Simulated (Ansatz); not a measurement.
This geometry of H4O3SiSn (9 atoms, charge 0, multiplicity 1) is a first-order saddle point.

All numbers below come from RKS PBE0/def2-SVP in Ansatz 0.2.0.

```xyz
9
Properties=species:S:1:pos:R:3
O 0.028 1.267 2.003
Si 0.945 0.609 0.810
O 0.815 -0.949 0.409
Sn -0.008 -0.063 -1.433
O -1.844 -0.846 -1.455
H -0.849 0.896 2.147
H 2.249 1.302 0.910
H 0.752 -0.888 -2.747
H -2.000 -1.374 -0.661
```

Question: Which two structures does it join? (They come from a converged band through this point; their orientation in space is the band's.)

Answer: No bond is made or broken. The dihedral H8–Sn4–O5–H9 goes from -171 to 21°.

Image 0:

```xyz
9
Properties=species:S:1:pos:R:3
O -0.022 1.107 2.074
Si 0.945 0.638 0.833
O 1.063 -0.903 0.400
Sn 0.017 -0.136 -1.406
O -1.700 -1.147 -1.485
H -0.757 0.526 2.301
H 2.087 1.579 0.872
H 0.838 -0.944 -2.682
H -2.382 -0.764 -0.923
```

Image 6:

```xyz
9
Properties=species:S:1:pos:R:3
O -0.002 1.246 2.027
Si 0.996 0.706 0.845
O 1.054 -0.836 0.419
Sn -0.035 -0.046 -1.364
O -1.879 -0.740 -1.037
H -0.819 0.749 2.155
H 2.175 1.596 0.884
H 0.592 -1.071 -2.611
H -1.993 -1.651 -1.335
```

Question: How far does it lie above each of them?

Answer: 0.067 eV above the first and 0.103 eV above the second. This is the barrier of this one path; another mechanism may lie lower.

Run time: 2.7 min on 2 threads of Arm Neoverse V1, with other jobs on the host, peak memory 0.26 GiB.
